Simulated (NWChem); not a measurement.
System: BNH$_{3}$Cl; SMILES NBCl

Output (shortened):

```
             Northwest Computational Chemistry Package (NWChem) 7.3.0
             --------------------------------------------------------

                             Geometry "geometry" -> ""
                             -------------------------

 Output coordinates in angstroms (scale by  1.889725989 to convert to a.u.)

  No.       Tag          Charge          X              Y              Z
 ---- ---------------- ---------- -------------- -------------- --------------
    1 B                    5.0000    -0.58001500     0.51386000     0.00000000
    2 H                    1.0000    -1.76121000     0.65551000     0.00000000
    3 Cl                  17.0000     0.08526400    -1.14414000     0.00000000
    4 N                    7.0000     0.28310300     1.60232000     0.00000000
    5 H                    1.0000    -0.05549800     2.55449600     0.00000000
    6 H                    1.0000     1.29120400     1.51682700     0.00000000

 Effective nuclear repulsion energy (a.u.)      84.7610937238

  xc_inp: hfexch multiplicative factor not found.

                                 NWChem DFT Module
                                 -----------------

 Summary of "ao basis" -> "ao basis" (spherical)
 ------------------------------------------------------------------------------
       Tag                 Description            Shells   Functions and Types
 ---------------- ------------------------------  ------  ---------------------
 B                           6-31g*                  6       14   3s2p1d
 H                           6-31g*                  2        2   2s
 Cl                          6-31g*                  8       18   4s3p1d
 N                           6-31g*                  6       14   3s2p1d

            General Information
            -------------------
          SCF calculation type: DFT
          Wavefunction type:  closed shell.
          No. of atoms     :     6
          No. of electrons :    32
           Alpha electrons :    16
            Beta electrons :    16
          Charge           :     0
          Spin multiplicity:     1
          Use of symmetry is: off; symmetry adaption is: off
          Maximum number of iterations: 150
          AO basis - number of functions:    52
                     number of shells:    26
          Convergence on energy requested:  1.00D-06
          Convergence on density requested:  1.00D-05
          Convergence on gradient requested:  5.00D-04

              XC Information
              --------------
                     Hartree-Fock (Exact) Exchange  1.000

      Superposition of Atomic Density Guess
      -------------------------------------

 Sum of atomic energies:        -539.76510707

      Non-variational initial energy
      ------------------------------

 Total energy =    -540.967966
 1-e energy   =    -910.708787
 2-e energy   =     284.979727
 HOMO         =      -0.370079
 LUMO         =       0.069185

     ---------------------------------------------
      Total Density - Mulliken Population Analysis
     ---------------------------------------------

    Atom       Charge   Shell Charges
 -----------   ------   -------------------------------------------------------
    1 B    5     4.52   2.00  0.59  1.08  0.42  0.35  0.08
    2 H    1     0.99   0.49  0.50
    3 Cl  17    17.35   2.00  2.00  5.98  1.38  3.71  0.55  1.71  0.01
    4 N    7     8.02   2.00  0.81  2.66  0.78  1.75  0.01
    5 H    1     0.56   0.41  0.15
    6 H    1     0.57   0.41  0.16

   convergence    iter        energy       DeltaE   RMS-Dens  Diis-err
 ---------------- ----- ----------------- --------- --------- ---------
 d= 0,ls=0.0,diis     1   -540.4031234418 -6.25D+02  8.54D-03  2.65D-01
 d= 0,ls=0.0,diis     2   -540.4403500946 -3.72D-02  2.66D-03  3.98D-02
 d= 0,ls=0.0,diis     3   -540.4453420782 -4.99D-03  1.07D-03  3.32D-03
 d= 0,ls=0.0,diis     4   -540.4459169165 -5.75D-04  2.66D-04  1.31D-04
 d= 0,ls=0.0,diis     5   -540.4459406069 -2.37D-05  1.11D-04  9.46D-06
  Resetting Diis
 d= 0,ls=0.0,diis     6   -540.4459435656 -2.96D-06  4.08D-05  8.55D-07
 d= 0,ls=0.0,diis     7   -540.4459439035 -3.38D-07  6.41D-06  5.64D-08

[...]

                     NWChem Electrostatic Potential Fit Module
                     -----------------------------------------

 Atom parameters

 Number of atoms is                                    6
 Number of basis functions is                         52

 Grid parameters

 Maximum number of grid points is                  29041
 Number of grid points is                          29040
 Grid range                                     0.300000 nm
 Grid spacing                                   0.020000 nm
 Probe radius                                   0.070000 nm
 Atom radius factor                             1.000000

 Atomic radii

    1    0.100000
    5    0.158000
    7    0.140000
   17    0.169000
 FASTESP  F
  using M.O. file = ./job.movecs

    Atom              Coordinates                           Charge

                                                  ESP

    1 B    -0.058002    0.051386    0.000000    0.596640
    2 H    -0.176121    0.065551    0.000000   -0.138074
    3 Cl    0.008526   -0.114414    0.000000   -0.305500
    4 N     0.028310    0.160232    0.000000   -0.901321
    5 H    -0.005550    0.255450    0.000000    0.364683
    6 H     0.129120    0.151683    0.000000    0.383572
                                            ------------
                                               -0.000000

 Dipole moment                                  1.211852

 Quadrupole moment Qxx                          5.094535
                   Qyy                         -6.682653
                   Qzz                          1.588118

 RMS deviation kJ/mol                           0.078249

 RRMS %                                        26.594436
```

Level: Hartree-Fock/6-31G* (spherical d). All runs use the structure optimised with B3LYP/6-31G* (spherical d).

Task: Which NWChem input produces such a log?

Result: This is not unique; one that fits is the input that was run:
```
start job
memory heap 200 mb stack 900 mb global 1100 mb
geometry units angstroms noautosym nocenter noautoz
  B     -0.580015     0.513860     0.000000
  H     -1.761210     0.655510     0.000000
  Cl     0.085264    -1.144140     0.000000
  N      0.283103     1.602320     0.000000
  H     -0.055498     2.554496     0.000000
  H      1.291204     1.516827     0.000000
end
basis spherical
  * library 6-31g*
end
dft
  xc hfexch
  iterations 150
  mulliken
end
task dft energy
esp
  recalculate
  probe 0.07
  range 0.3
  factor 1.0
  spacing 0.02
end
task esp
```
